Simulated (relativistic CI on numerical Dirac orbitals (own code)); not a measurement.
**Radial parameters of Cu⁷⁺**

These numbers are calculated, not measured: Dirac-Coulomb-Breit CI, orbitals from a KLI potential per configuration, model QED, unscaled Slater integrals (own radial code, finite nucleus).

Slater integrals F^k, G^k are unscaled and averaged over j, outside the closed core [Ne]; ζ comes from projecting the Hamiltonian with its Breit term on Σ l·s of the shell.

- 3s²3p⁶3d⁴: F^2(3d,3d) = 140260, F^4(3d,3d) = 88935, ζ(3d) = 1258.1 cm⁻¹; <r>(3d) = 0.6973, <r^2>(3d) = 0.5837 (bohr units).
- 3s²3p⁵3d⁵: ζ(3p) = 15721, F^2(3d,3d) = 139990, F^4(3d,3d) = 88757, F^2(3p,3d) = 139110, G^1(3p,3d) = 167290, G^3(3p,3d) = 104820, ζ(3d) = 1224.9 cm⁻¹; <r>(3p) = 0.6891, <r^2>(3p) = 0.5515, <r>(3d) = 0.6985, <r^2>(3d) = 0.5858 (bohr units).
- 3s²3p⁶3d³4s: F^2(3d,3d) = 145000, F^4(3d,3d) = 92118, ζ(3d) = 1345.7, G^2(3d,4s) = 15556 cm⁻¹; <r>(3d) = 0.6778, <r^2>(3d) = 0.5502, <r>(4s) = 1.568, <r^2>(4s) = 2.758 (bohr units).

Q: Give the Racah parameters of the d shell in 3s²3p⁶3d⁴.

A: B = F²/49 − 5F⁴/441 = 1854 cm⁻¹ and C = 35F⁴/441 = 7058 cm⁻¹.

Averages of the first 10 configurations, taken without configuration mixing, which lowers the lowest level and can move excited configurations by several eV; other configurations of the list can lie among them:

```json
{"Configuration": "3s²3p⁶3d⁴", "Parity": "even", "States": "210", "Average energy above the lowest level (eV)": "7.2"}
{"Configuration": "3s²3p⁵3d⁵", "Parity": "odd", "States": "1512", "Average energy above the lowest level (eV)": "82.4"}
{"Configuration": "3s²3p⁶3d³4s", "Parity": "even", "States": "240", "Average energy above the lowest level (eV)": "65.3"}
{"Configuration": "3s3p⁶3d⁵", "Parity": "even", "States": "504", "Average energy above the lowest level (eV)": "133.6"}
{"Configuration": "3s²3p⁶3d³4p", "Parity": "odd", "States": "720", "Average energy above the lowest level (eV)": "78.7"}
{"Configuration": "3s²3p⁶3d³4d", "Parity": "even", "States": "1200", "Average energy above the lowest level (eV)": "99.1"}
{"Configuration": "3s²3p⁶3d²4s4p", "Parity": "odd", "States": "540", "Average energy above the lowest level (eV)": "145.2"}
{"Configuration": "3s²3p⁶3d³5s", "Parity": "even", "States": "240", "Average energy above the lowest level (eV)": "113.8"}
{"Configuration": "3s²3p⁶3d³4f", "Parity": "odd", "States": "1680", "Average energy above the lowest level (eV)": "115.3"}
{"Configuration": "3s²3p⁶3d³5p", "Parity": "odd", "States": "720", "Average energy above the lowest level (eV)": "119.4"}
```
